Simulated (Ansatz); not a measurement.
Total energies of CH3BO2 (`BC(=O)O`).

| atom | x (Å) | y (Å) | z (Å) |
| --- | --- | --- | --- |
| B1 | -0.691 | 0.902 | -0.097 |
| C2 | 0.283 | -0.285 | 0.170 |
| O3 | 0.781 | -0.265 | 1.274 |
| O4 | 0.537 | -1.228 | -0.735 |
| H5 | -1.830 | 0.797 | 0.231 |
| H6 | -0.247 | 1.929 | -0.505 |
| H7 | 1.167 | -1.851 | -0.338 |

Total charge 0; spin multiplicity 1. Geometry: relaxed with PBE0-D4/def2-TZVP. It is one conformer, not always the lowest. Basis def2-TZVPP, Ansatz.

RPA on PBE orbitals: Hartree–Fock energy of these orbitals -214.05059 Eh, correlation -1.14325 Eh (frozen core).

```json
{"functional": "B97M-V", "energy without D4 (Eh)": "-215.24499", "D4 term (kJ/mol)": "–"}
{"functional": "LC-ωPBE", "energy without D4 (Eh)": "-215.13961", "D4 term (kJ/mol)": "–"}
```

Task: Give the same for LDA (SPW92), PBE, revPBE, BLYP, r2SCAN, PBE0, B3LYP, r2SCANh, r2SCAN0, HSE06 (plane-wave form), BHLYP, CAM-B3LYP, ωB97X-V, ωB97M-V, B2PLYP, PBE-QIDH. (An estimate is asked.)

Result: The calculation gave: 
```
             functional  energy without D4 (Eh)  D4 term (kJ/mol)
            LDA (SPW92)              -213.55992                 –
                    PBE              -215.03383              -8.9
                 revPBE              -215.21931             -32.1
                   BLYP              -215.23814             -20.4
                 r2SCAN              -215.16704              -2.1
                   PBE0              -215.03597              -7.3
                  B3LYP              -215.29008             -14.3
                r2SCANh              -215.15333              -2.2
                r2SCAN0              -215.13398              -2.4
HSE06 (plane-wave form)              -215.02542              -6.7
                  BHLYP              -215.16998              -9.8
              CAM-B3LYP              -215.19630              -7.3
                ωB97X-V              -215.21134                 –
                ωB97M-V              -215.20841                 –
                 B2PLYP              -215.12654                 –
               PBE-QIDH              -215.00151                 –
```

B3LYP takes the VWN-RPA correlation (the form of Gaussian; ORCA's B3LYP/G). HSE06 is the plane-wave form, built on full-range PBE exchange. The double hybrids freeze the cores in their second-order part.

LC-ωPBE has ω = 0.4 bohr⁻¹.
